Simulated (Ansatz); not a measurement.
Job for Ansatz (an electronic-structure program): U-CCSD(T)/cc-pV(T+d)Z on H3O4Si (SMILES [O][Si](O)(O)O). The basis file is the Basis Set Exchange's JSON of that set.

Ansatz 0.2 input:
```yaml
crystal:
  periodic: [false, false, false]
  atoms:
    - {symbol: O, position_ang: [-1.48758655, 0.90511723, 0.04397575]}
    - {symbol: Si, position_ang: [-0.03382954, 0.11650981, -0.12998843]}
    - {symbol: O, position_ang: [-0.25976804, -1.12075450, -1.16387019]}
    - {symbol: O, position_ang: [1.19874016, 0.95775344, -0.76203576]}
    - {symbol: O, position_ang: [0.35604782, -0.24223602, 1.42061898]}
    - {symbol: H, position_ang: [-1.12820016, -1.52973169, -1.18927828]}
    - {symbol: H, position_ang: [1.65281128, 1.58677770, -0.19645510]}
    - {symbol: H, position_ang: [-0.29811496, -0.67333598, 1.97713303]}
basis:
  gaussian:
    orbitals: cc-pV_T+d_Z.json
magnetization: {spin_polarized: true, initial_magnetization: 1}
correlation: {method: ccsd_t, electrons: outside_noble_gas}
scf: {omitted_lower_state_checks: [cluster_reference]}
```

Output:

```
WARN ansatz: RAYON_NUM_THREADS=4 ignored (pool sized by the plan → 4); use --threads N
Functional definition: HF
these checks for a lower state are left out or cut short: cluster_reference
integrals: 1.37 GiB planned
1205 factors; integrals over basis functions are off by at most 1.1e-3 eV
mean field: 0.98 GiB planned
mean field evaluation 1: about -16061.1327 eV, gradient 3.8e1 eV
mean field evaluation 2: about -16061.1391 eV, gradient 3.8e1 eV
mean field evaluation 4: about -16066.6416 eV, gradient 3.6e0 eV
mean field evaluation 8: about -16066.7950 eV, gradient 1.4e-1 eV
mean field evaluation 16: about -16066.5626 eV, gradient 6.6e0 eV
mean field evaluation 32: about -16066.6844 eV, gradient 4.9e-1 eV
mean field -16066.79594659 eV, -590.4438605718 hartree, gradient 3.0e-6 eV, S^2 0.756305; 3 other end points of the search recorded, 0 dependent functions left out
9 core orbitals not correlated
reference -16066.79594659 eV, -590.4438605718 hartree; 16, 15 occupied and 176, 177 virtual orbitals, 1205 factors
second order -27.69321964 eV of doubles, -0.00000000 eV of singles
coupled cluster: 7.72 GiB planned
cycle   1  -27.55675894 eV  change    1.4e-1 eV  update   9.9e-2
cycle   2  -28.09989087 eV  change   -5.4e-1 eV  update   2.8e-2
cycle   3  -28.22655644 eV  change   -1.3e-1 eV  update   1.8e-2
cycle   4  -28.22023993 eV  change    6.3e-3 eV  update   6.9e-3
cycle   5  -28.21722070 eV  change    3.0e-3 eV  update   5.4e-3
cycle   6  -28.22302089 eV  change   -5.8e-3 eV  update   2.6e-3
cycle   7  -28.22368619 eV  change   -6.7e-4 eV  update   1.2e-3
cycle   8  -28.22365827 eV  change    2.8e-5 eV  update   4.5e-4
cycle   9  -28.22373681 eV  change   -7.9e-5 eV  update   3.1e-4
cycle  10  -28.22348126 eV  change    2.6e-4 eV  update   2.3e-4
cycle  11  -28.22362233 eV  change   -1.4e-4 eV  update   1.7e-4
cycle  12  -28.22369401 eV  change   -7.2e-5 eV  update   1.1e-4
cycle  13  -28.22370685 eV  change   -1.3e-5 eV  update   7.5e-5
cycle  14  -28.22373182 eV  change   -2.5e-5 eV  update   4.3e-5
cycle  15  -28.22370619 eV  change    2.6e-5 eV  update   2.1e-5
perturbative correction -0.96696107 eV, -0.0355351640 hartree
Total energy: -16095.98661386 eV, -591.5165978076 hartree
Checks for a lower state left out: cluster_reference
```

Self-consistency was reached.

Cost: about 5 core-minutes (a rough figure).
